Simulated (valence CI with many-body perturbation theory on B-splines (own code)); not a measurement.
Tm⁵⁵⁺: calculated level list

Level of theory: valence CI with perturbative core correlation (CI+MBPT): four valence electrons over a frozen Dirac-Fock core [Ne], a basis of 11 s, 11 p, 10 d, 8 f, 5 g, 2 h functions for each j, with the one-electron correlation potential Σ1 (screened to all orders), the two-electron term Σ2, the three-electron term Σ3, Breit, model QED; selected single and double excitations, second order for the rest, scaled by the run's own slope (own B-spline code, finite nucleus).

No measured spectrum was set against this ion. As an estimate, large intervals hold to a few tenths of a per cent, small ones and those within an open d or f shell to about a per cent. Among the levels kept, up to 570 cm⁻¹ of a level comes from second order outside the variational space, and about a tenth of that is noise between levels of different J, which matters for small intervals.

Levels 46 to 90 of 166, with energies above the lowest level, (3s^2 3p1/2^2) J=0. "Leading %" is the weight of the configuration and term that name the level; weights of strongly mixed levels are sums over their largest components and can fall short. In the jj column 3d3/2^4 stands for four electrons in 3d with j = 3/2. Lifetimes count E1, E2, E3, M1 and M2 decay at the calculated energies, and are blank where another channel may lead or the interval is too uncertain; long ones can be off by a factor of two.

```tsv
No.	Configuration	Term	J	E (Ry)	Leading %	Leading jj	Lifetime	g
46	3s 3p2 3d	3P	0	66.729	60	3s 3p1/2 3p3/2 3d3/2 (61 %)	482 fs	
47	3s 3p2 3d	3P	2	66.765	32	3s 3p1/2 3p3/2 3d5/2 (81 %)	1.26 ps	1.253
48	3s 3p2 3d	3G	5	66.835	57	3s 3p1/2 3p3/2 3d5/2 (99 %)	57.7 ps	1.274
49	3s 3p2 3d	3F	3	67.448	45	3s 3p1/2 3p3/2 3d5/2 (92 %)	2.90 ps	1.251
50	3s 3p3	3P°	2	68.089	50	3s 3p3/2^3 (96 %)	777 fs	1.426
51	3s 3p2 3d	3D	3	68.146	62	3s 3p1/2 3p3/2 3d5/2 (93 %)	2.13 ps	1.297
52	3s 3p2 3d	3P	1	68.175	44	3s 3p1/2 3p3/2 3d5/2 (79 %)	1.47 ps	1.166
53	3s 3p2 3d	1G	4	68.342	39	3s 3p1/2 3p3/2 3d5/2 (90 %)	4.58 ps	1.165
54	3s 3p2 3d	1D	2	68.478	30	3s 3p1/2 3p3/2 3d5/2 (84 %)	1.78 ps	1.124
55	3s 3p2 3d	3D	3	69.147	37	3s 3p1/2 3p3/2 3d5/2 (91 %)	914 fs	1.192
56	3s 3p2 3d	3F	4	69.327	45	3s 3p1/2 3p3/2 3d5/2 (90 %)	1.28 ps	1.141
57	3s 3p2 3d	3D	1	69.513	41	3s 3p1/2 3p3/2 3d5/2 (91 %)	1.79 ps	0.893
58	3s2 3d2	3F	2	69.994	55	3s^2 3d3/2^2 (65 %)	260 fs	0.829
59	3s 3p3	1P°	1	70.321	38	3s 3p3/2^3 (97 %)	349 fs	1.192
60	3s 3p2 3d	3P	1	70.326	31	3s 3p1/2 3p3/2 3d5/2 (90 %)	1.55 ps	1.363
61	3s 3p2 3d	1F	3	70.431	37	3s 3p1/2 3p3/2 3d5/2 (87 %)	857 fs	1.080
62	3s 3p2 3d	3D	2	70.528	21	3s 3p1/2 3p3/2 3d5/2 (80 %)	1.11 ps	1.164
63	3s 3p2 3d	3P	0	70.575	45	3s 3p1/2 3p3/2 3d5/2 (78 %)	1.19 ps	
64	3s 3p2 3d	3P	2	71.030	32	3s 3p1/2 3p3/2 3d5/2 (91 %)	524 fs	1.173
65	3s2 3d2	3P	0	71.632	54	3s^2 3d3/2^2 (68 %)	222 fs	
66	3s2 3d2	3F	3	73.528	80	3s^2 3d3/2 3d5/2 (80 %)	430 fs	1.086
67	3s2 3d2	1G	4	74.219	56	3s^2 3d3/2 3d5/2 (84 %)	571 fs	1.091
68	3s2 3d2	3P	2	74.281	41	3s^2 3d3/2 3d5/2 (80 %)	397 fs	1.190
69	3s2 3d2	3P	1	74.531	82	3s^2 3d3/2 3d5/2 (82 %)	405 fs	1.493
70	3p3 3d	3F°	2	75.003	17	3p1/2^2 3p3/2 3d3/2 (74 %)	3.46 ps	0.954
71	3p3 3d	3P°	0	75.799	52	3p1/2^2 3p3/2 3d3/2 (84 %)	2.11 ps	
72	3p3 3d	3F°	3	76.111	25	3p1/2^2 3p3/2 3d3/2 (86 %)	1.40 ps	1.075
73	3p3 3d	3D°	1	76.164	31	3p1/2^2 3p3/2 3d3/2 (90 %)	1.42 ps	1.093
74	3s 3p 3d2	5G°	2	76.844	56	3s 3p1/2 3d3/2^2 (82 %)	1.75 ps	0.546
75	3s2 3d2	3F	4	77.563	59	3s^2 3d5/2^2 (89 %)	2.41 ps	1.168
76	3s 3p 3d2	5G°	3	77.903	32	3s 3p1/2 3d3/2^2 (88 %)	1.69 ps	0.993
77	3s2 3d2	1D	2	78.243	44	3s^2 3d5/2^2 (92 %)	1.91 ps	1.213
78	3s 3p 3d2	5D°	0	79.674	56	3s 3p1/2 3d3/2^2 (81 %)	554 fs	
79	3s 3p 3d2	5F°	1	79.948	45	3s 3p1/2 3d3/2^2 (91 %)	422 fs	0.398
80	3s2 3d2	1S	0	79.975	66	3s^2 3d5/2^2 (87 %)	1.83 ps	
81	3p3 3d	3F°	4	80.130	43	3p1/2^2 3p3/2 3d5/2 (88 %)	1.78 ps	1.235
82	3p4	1D	2	80.315	44	3p1/2 3p3/2^3 (63 %)	595 fs	1.154
83	3s 3p 3d2	5D°	1	80.350	33	3s 3p1/2 3d3/2^2 (89 %)	706 fs	1.470
84	3s 3p 3d2	3D°	2	80.375	25	3s 3p1/2 3d3/2^2 (75 %)	439 fs	1.159
85	3p3 3d	3P°	2	80.558	17	3p1/2^2 3p3/2 3d5/2 (70 %)	1.11 ps	1.217
86	3p4	3P	1	80.658	82	3p1/2 3p3/2^3 (82 %)	390 fs	1.419
87	3p3 3d	3D°	3	81.104	13	3s 3p1/2 3d3/2 3d5/2 (54 %)	2.68 ps	1.137
88	3s 3p 3d2	5P°	1	81.921	24	3s 3p1/2 3d3/2 3d5/2 (71 %)	2.56 ps	1.577
89	3s 3p 3d2	5G°	4	81.995	46	3s 3p1/2 3d3/2 3d5/2 (95 %)	4.77 ps	1.133
90	3s 3p 3d2	5G°	3	82.018	17	3s 3p1/2 3d3/2 3d5/2 (51 %)	1.50 ps	1.164
```
